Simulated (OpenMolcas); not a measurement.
Co4+, Rh4+, Ir4+: d5 down the group

- Program: OpenMolcas
- Method: CASSCF
- Basis: ANO-RCC-VQZP
- Scalar Hamiltonian: DKH2, point nucleus
- Spin-orbit coupling: RASSI with atomic mean-field integrals over the reference wave functions, term energies averaged over their components

Active space for each ion: 5 electrons in 5 orbitals (d).

Computed levels in cm-1 above 6S 5/2:

```csv
Level,Co4+,Rh4+,Ir4+
4G 7/2,42505,30610,27452
4G 11/2,42516,30693,28401
4G 9/2,42529,30789,29442
4P 1/2,49093,35446,32276
4D 7/2,52754,37573,35668
4D 1/2,52887,38518,40178
2I 11/2,60520,43632,40459
2I 13/2,60619,44287,43990
2F 7/2(1),70111,52035,57038
weight of 6S in the lowest level (%),100,99,89
```

Mixed levels, with the weight of the term that names them: Rh4+ 2F 7/2(1) (60 %), Ir4+ 4G 7/2 (73 %), Ir4+ 4P 1/2 (66 %), Ir4+ 4D 7/2 (73 %), Ir4+ 4D 1/2 (70 %), Ir4+ 2F 7/2(1) (56 %).

Measured, with the error of the calculation in %. Measured levels: Co4+ from Sugar and Corliss, J. Phys. Chem. Ref. Data 10, 1097 (1981).

```csv
Level,Co4+
4G 11/2,37218 (+14.2)
4P 1/2,41024 (+19.7)
4D 7/2,44709 (+18.0)
4D 1/2,44908 (+17.8)
2F 7/2(1),59455 (+17.9)
```

Without spin-orbit coupling 4G lies 42511, 30669, 28218 cm-1 above 6S in that order; the difference to the level 4G 7/2, of either sign, comes from spin-orbit coupling, which also lowers the zero.

Without dynamic correlation excited terms often stand tens of per cent too high (terms of higher spin than the ground term too low), and those without a measured partner can miss by more than the paired ones. Computed and measured levels are paired by configuration, term and J; levels that our copy of the source lacks, or whose pairing is in doubt (as where it misses far off the trend of its configuration), stay unpaired and out of the deviations. Only configurations of the active space appear.

A number in round brackets counts repeated terms of one configuration in the order of the reference energies.
